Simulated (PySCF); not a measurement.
SeO₃ (singlet). Computed with PBE0/[Se def2-TZVP, O def2-TZVP], no relativity, density fitting, PySCF.

Harmonic bands of its minimum:

| ω (cm⁻¹) | IR (km/mol, summed over degenerate members) | degeneracy |
| --- | --- | --- |
| 278 | 28.9 | 1 |
| 360 | 53.4 | 2 |
| 954 | 0.0 | 1 |
| 1071 | 182 | 2 |

Q: The central atom is Se. Infer the point group and assign the bands.

A: D3h. The modes span a2'' + 2e' + a1': 278 a2'', 360 e', 954 a1', 1071 e'. The computed geometry has Se–O 1.588 Å (×3); O–Se–O 120.0° (×3).
